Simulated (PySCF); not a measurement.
Species: C3H3BClF.
Atom-mapped SMILES: `[F:1][BH:2][C:3]1=[C:4]([Cl:5])[CH2:6]1` (hydrogens: H7 on B2; H8, H9 on C6)

Computed by this run: PBE0-D3(BJ)/def2-SVP geometry optimisation, gas phase in PySCF 2.14.0; density fitting, grid level 1; the optimiser is geomeTRIC in internal coordinates, started from a GFN2-xTB structure with every atom displaced at random (about 0.01 Å).

At the end of the run (lengths in Å): C3=C4 1.310, F1–B2 1.325, B2–H7 1.208, C6–H8 1.100, C3–C6 1.541, C4–C6 1.468, C4–Cl5 1.677, C3–C4–Cl5 148.2°, Cl5–C4–C6 144.6°, C4–C3–C6 61.3°, B2–C3–C6 147.2°, F1–B2–C3–C4 2°, B2–C3–C4–Cl5 0°, B2–C3–C6–C4 -179°, H7–B2–C3–C4 -178°.

Question: These geometries were met on the way; a selection of coordinates is given. Order them by energy above the end point, lowest first.
A. C3=C4 1.310, F1–B2 1.326, B2–H7 1.209, C6–H8 1.100, C3–C6 1.540, C4–C6 1.469, C4–Cl5 1.677, C3–C4–Cl5 147.3°, Cl5–C4–C6 145.7°, C4–C3–C6 61.4°, B2–C3–C6 148.2°, F1–B2–C3–C4 5°, B2–C3–C4–Cl5 2°, B2–C3–C6–C4 180°, H7–B2–C3–C4 -173°
B. C3=C4 1.270, F1–B2 1.352, B2–H7 1.184, C6–H8 1.080, C3–C6 1.524, C4–C6 1.484, C4–Cl5 1.692, C3–C4–Cl5 152.4°, Cl5–C4–C6 140.9°, C4–C3–C6 63.4°, B2–C3–C6 146.3°, F1–B2–C3–C4 1°, B2–C3–C4–Cl5 -2°, B2–C3–C6–C4 -179°, H7–B2–C3–C4 -179°
C. C3=C4 1.319, F1–B2 1.323, B2–H7 1.209, C6–H8 1.103, C3–C6 1.539, C4–C6 1.464, C4–Cl5 1.674, C3–C4–Cl5 146.0°, Cl5–C4–C6 147.1°, C4–C3–C6 61.1°, B2–C3–C6 149.0°, F1–B2–C3–C4 11°, B2–C3–C4–Cl5 2°, B2–C3–C6–C4 179°, H7–B2–C3–C4 -176°

Answer: A (0.005 eV), C (0.027 eV), B (0.114 eV).

| step | E above end (eV) | rms distance from the end, all atoms (Å) | largest force (eV/Å) | rms shift of all bonds from the end (Å) |
| --- | --- | --- | --- | --- |
| 3 | 0.005 | 0.049 | 0.228 | 0.001 |
| 1 | 0.027 | 0.074 | 0.780 | 0.004 |
| 0 | 0.114 | 0.029 | 3.416 | 0.021 |

Rows stand in the order of the answer.
